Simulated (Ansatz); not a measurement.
One change: `OB1N[SiH2]1` becomes `CB1N[SiH2]1`.

Ansatz, PBE0-D4/def2-TZVP geometries, multiplicity 1. Each molecule was computed in one conformer, which needn't be the lowest.

```tsv
property	`OB1N[SiH2]1`
ideal-gas entropy at 298 K and 1 bar (rigid rotor, harmonic PBE0-D4/def2-TZVP) / J/(mol·K)	292
size of the dipole moment (PBE/def2-TZVPP) / D	2.43
HOMO energy (ωB97M-V/def2-TZVPP) / eV	-9.16
size of the dipole moment (ωB97M-V/def2-TZVPP) / D	2.39
HOMO–LUMO gap (PBE/def2-TZVPP) / eV	4.82
HOMO energy (PBE/def2-TZVPP) / eV	-5.93
```

Task: Give the same properties after the change, and the shifts. (Estimate.)

Result: The calculation gave: 
```
                                                                                  property  `CB1N[SiH2]1`  shift
ideal-gas entropy at 298 K and 1 bar (rigid rotor, harmonic PBE0-D4/def2-TZVP) / J/(mol·K)            310     18
                                            size of the dipole moment (PBE/def2-TZVPP) / D           1.26  -1.17
                                                     HOMO energy (ωB97M-V/def2-TZVPP) / eV          -8.83   0.33
                                        size of the dipole moment (ωB97M-V/def2-TZVPP) / D           1.16  -1.23
                                                       HOMO–LUMO gap (PBE/def2-TZVPP) / eV           4.81  -0.01
                                                         HOMO energy (PBE/def2-TZVPP) / eV          -5.69   0.24
```

With PBE0 the HOMO rises by 0.29 eV and the LUMO rises by 0.23 eV, so the gap narrows by about 0.06 eV. PBE moves the HOMO by 0.24 eV and ωB97M-V by 0.33 eV. The zero-point energy changes by 57.4 kJ/mol with +6 modes. Dipoles are sizes alone; their direction can turn.
